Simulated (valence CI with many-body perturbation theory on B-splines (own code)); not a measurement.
As11+: calculated level list

Level of theory: configuration interaction combined with many-body perturbation theory (CI+MBPT): four valence electrons over a frozen Dirac-Fock core [Ar], a basis of 7 s, 7 p, 8 d, 6 f, 4 g, 1 h functions for each j, with the one-electron correlation potential Σ1, the two-electron term Σ2, the three-electron term Σ3, Breit, model QED; selected CI, second order for the rest, scaled by the run's own slope (own B-spline code, finite nucleus).

No measured spectrum was set against this ion. As an estimate, terms of the open shell hold to 2 to 4 % of their energy, and close levels can change places. Only levels of the ground parity were solved; by the run's estimate the other parity begins above the list, which can be wrong where configurations are misplaced.

Levels 1 to 31 of 31, with energies above the lowest level, 3d4 5D_0. "Leading %" is the weight of the configuration and term that name the level; weights of strongly mixed levels are sums over their largest components and can fall short, so below about 35 % the name and the second component can differ from the true leading terms, or belong to a minority configuration. Lifetimes count E1, E2, E3, M1 and M2 decay at the calculated energies, and are blank where another channel may lead or the interval is too uncertain; long ones can be off by a factor of two.

| No. | Configuration | Term | J | E (cm⁻¹) | Leading % | Lifetime | g |
| --- | --- | --- | --- | --- | --- | --- | --- |
| 1 | 3d4 | 5D | 0 | 0.0 | 97 |  |  |
| 2 | 3d4 | 5D | 1 | 1130 | 98 | 13.1 s | 1.499 |
| 3 | 3d4 | 5D | 2 | 3006 | 99 | 2.70 s | 1.498 |
| 4 | 3d4 | 5D | 3 | 5334 | 99 | 1.73 s | 1.497 |
| 5 | 3d4 | 5D | 4 | 7934 | 98 | 2.12 s | 1.496 |
| 6 | 3d4 | 3P | 0 | 42924 | 92 | 9.66 ms |  |
| 7 | 3d4 | 3H | 4 | 45966 | 81 | 195 ms | 0.856 |
| 8 | 3d4 | 3H | 5 | 48657 | 92 | 1.96 s | 1.046 |
| 9 | 3d4 | 3P | 1 | 48973 | 97 | 11.8 ms | 1.487 |
| 10 | 3d4 | 3H | 6 | 50651 | 97 | 6.27 s | 1.160 |
| 11 | 3d4 | 3F | 3 | 51987 | 66 | 25.7 ms | 0.973 |
| 12 | 3d4 | 3F | 2 | 52623 | 97 | 36.1 ms | 0.675 |
| 13 | 3d4 | 3F | 4 | 53611 | 70 | 18.3 ms | 1.159 |
| 14 | 3d4 | 3P | 2 | 56880 | 94 | 20.2 ms | 1.482 |
| 15 | 3d4 | 3G | 3 | 59537 | 66 | 44.0 ms | 0.862 |
| 16 | 3d4 | 3G | 4 | 60361 | 73 | 84.4 ms | 1.070 |
| 17 | 3d4 | 3G | 5 | 62298 | 92 | 88.2 ms | 1.185 |
| 18 | 3d4 | 3D | 3 | 71672 | 97 | 23.1 ms | 1.326 |
| 19 | 3d4 | 3D | 2 | 72540 | 89 | 21.8 ms | 1.166 |
| 20 | 3d4 | 1I | 6 | 72571 | 97 | 51.2 ms | 1.004 |
| 21 | 3d4 | 3D | 1 | 73897 | 98 | 18.2 ms | 0.513 |
| 22 | 3d4 | 1G | 4 | 75263 | 83 | 14.4 ms | 1.015 |
| 23 | 3d4 | 1S | 0 | 81411 | 94 | 10.1 ms |  |
| 24 | 3d4 | 1D | 2 | 91432 | 91 | 12.2 ms | 1.009 |
| 25 | 3d4 | 1F | 3 | 101560 | 94 |  | 1.006 |
| 26 | 3d4 | 3P | 2 | 117880 | 98 | 13.9 ms | 1.489 |
| 27 | 3d4 | 3F | 4 | 119970 | 97 |  | 1.243 |
| 28 | 3d4 | 3F | 2 | 120870 | 98 | 10.3 ms | 0.673 |
| 29 | 3d4 | 3F | 3 | 121590 | 95 |  | 1.079 |
| 30 | 3d4 | 3P | 1 | 123790 | 100 |  | 1.498 |
| 31 | 3d4 | 3P | 0 | 126700 | 99 |  |  |

Names give the largest LS component (configuration and term), which can be under half, so a name can repeat, a term be missing and a line seem to break the LS rules; names also repeat where a configuration has a term twice.

The ionisation energy to 3d3 4F_3/2 of the next ion comes out as 333.32 eV (NIST: 333 ± 2.5 eV (theoretical)). All 31 levels together are meant to be complete up to 131810 cm⁻¹.
